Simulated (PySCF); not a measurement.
Breaking a bond: SMILES [F][Be][F] (BeF₂). The Be1–F3 bond (Be1 also carries F; F3 carries nothing else) is varied alone, starting from the PBE0/def2-TZVP optimised geometry. Each curve is given relative to its own lowest point near equilibrium.

```tsv
R / Å	A	B	C	D
1.04	117.8	117.5	107.5	118.1
1.09	78.7	78.4	70.4	79.0
1.16	41.5	41.3	35.6	41.6
1.25	14.4	14.2	11.1	14.4
1.31	5.1	5.1	3.3	5.2
1.35	1.8	1.7	0.8	1.8
1.38	0.5	0.4	0.0	0.5
1.41	0.0	0.0	0.0	0.0
1.46	0.8	0.8	1.5	0.8
1.51	3.1	3.2	4.4	3.1
1.61	10.9	11.1	13.2	11.0
1.72	22.5	22.8	25.4	22.6
1.87	40.2	40.8	43.5	40.6
2.08	64.9	65.8	68.2	65.7
2.28	85.8	87.0	89.3	87.6
2.46	101.6	103.2	105.6	104.8
2.74	119.5	123.0	126.4	127.2
3.06	128.4	136.9	143.2	146.9
3.35	123.7	142.3	152.5	160.2
3.68	104.0	144.4	159.2	170.5
4.15	67.7	145.2	164.7	176.4
4.84	37.9	145.5	168.3	170.9
```

Energies in kcal/mol.

Task: Match the curves with the methods CCSD(T) on RHF/6-31G, 2 core orbitals frozen run with PySCF 2.14.0; PySCF with MP2 on RHF/6-31G, 2 core orbitals frozen; CCSD on UHF/6-31G, 2 core orbitals frozen (PySCF); unrestricted LDA (SVWN5)/6-31G (PySCF).

Result: A is RCCSD(T); B is UCCSD; C is UKS-LDA (SVWN5); D is RMP2.

The T1 diagnostic of CCSD on the restricted reference of RCCSD(T), RMP2 exceeds 0.045 at 2.74 to 4.84 Å. The unrestricted determinant behind UCCSD is spin-contaminated at 2.28 to 4.84 Å (<S²> up to 1.0, against 0.00 for a pure singlet). The restricted form behind RMP2 keeps the bonding electrons paired and can't separate into open-shell fragments. The unrestricted determinant behind UKS-LDA (SVWN5) is spin-contaminated at 3.06 to 4.84 Å (<S²> up to 0.7, against 0.00 for a pure singlet). At the longest distance UKS-LDA (SVWN5) leaves fractional charges on the fragments, a sign of delocalisation error or of the restricted form.
